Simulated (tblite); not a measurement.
Species: 2-aminotropone, C7H7NO.
SMILES with atom numbers: `[NH2:1][c:2]1[cH:3][cH:4][cH:5][cH:6][cH:7][c:8]1=[O:9]` (hydrogens: H10, H11 on N1; H12 on C3; H13 on C4; H14 on C5; H15 on C6; H16 on C7)

Computed values, GFN2-xTB/tblite, gas phase, harmonic and unscaled. Errors from tens to a few hundred cm⁻¹ against measured bands are possible.

Harmonic wavenumbers (cm⁻¹): 75.5, 145.5, 248.5, 334.8, 345.5, 347.9, 363.2, 418.7, 523.7, 547.6, 599.7, 697.8, 707.0, 719.0, 760.4, 828.2, 843.1, 893.1, 931.2, 946.3, 948.2, 1016.7, 1122.6, 1232.1, 1260.9, 1283.1, 1311.0, 1367.2, 1386.5, 1426.1, 1467.5, 1489.8, 1589.5, 1600.0, 1631.4, 3023.5, 3036.2, 3049.9, 3058.7, 3068.3, 3350.0, 3544.1.

A = 2736, B = 1674, C = 1038 MHz; mass 121.053 u (most abundant isotopes); point group Cs, symmetry number 1.

What is the zero-point energy?

Half the sum of the wavenumbers: 26770 cm⁻¹ = 76.54 kcal/mol.

Entropy at 350 K, 1 bar (ideal gas, RRHO, classical rotation)?

Translation 41.11, rotation 29.08, vibration 22.41: S = 92.6 cal/(mol K).

And Cp and H(350 K) − H(0)?

Cp = 37.65 cal/(mol K), of which vibrations give 29.70 (their classical limit is 42 R = 83.5); H(350 K) − H(0) = 7.42 kcal/mol without the zero-point energy, 4.63 from vibrations.

Which modes carry the vibrational entropy at 350 K?

75.5 cm⁻¹: 4.32; 145.5 cm⁻¹: 3.04; 248.5 cm⁻¹: 2.03; 334.8 cm⁻¹: 1.50; 345.5 cm⁻¹: 1.45; 347.9 cm⁻¹: 1.44 cal/(mol K); the other 36 give 8.64 together.

Blend soft modes into free rotors: weight 1/[1 + (100 cm⁻¹/ν̃)⁴] for the oscillator and the rest for a rotor with moment μB/(μ + B), μ = h/(8π²ν), B = 10⁻⁴⁴ kg m². What vibrational entropy results?

21.58 cal/(mol K) in place of 22.41, which changes −T·S at 350 K by +0.29 kcal/mol.

Hindered rotation and anharmonicity are outside this model.
